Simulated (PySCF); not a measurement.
Al(H)2(PH2) (AlH4P), SMILES [AlH2][PH2]. Atoms are numbered in the order given.

```xyz
6

Al     1.1976    -0.0105     0.0000
H      1.9836     0.0148    -1.3892
H      1.9836     0.0148     1.3892
P     -1.1333     0.1194     0.0000
H     -1.2682    -0.8420    -1.0513
H     -1.2682    -0.8420     1.0513
```
Charge 0, spin multiplicity 1.

The structure is a stationary point at PBE-D3(BJ)/def2-TZVP.

All values below come from r2SCAN/def2-TZVPD (PySCF).

Symmetry labels are those of the subgroup Cs that the program uses (full group Cs).

List the valence orbital energies around the gap with their symmetry. (The exact figures need the calculation; the answer reports its results.)


| orbital | symmetry | energy (eV) |
|---|---|---|
| HOMO−7 | A' | -70.96 |
| HOMO−6 | A" | -70.93 |
| HOMO−5 | A' | -16.21 |
| HOMO−4 | A' | -10.35 |
| HOMO−3 | A" | -9.94 |
| HOMO−2 | A' | -8.04 |
| HOMO−1 | A" | -7.65 |
| HOMO | A' | -6.49 |
| LUMO | A' | -2.12 |
| LUMO+1 | A" | -0.39 |
| LUMO+2 | A' | -0.13 |
| LUMO+3 | A' | 0.17 |
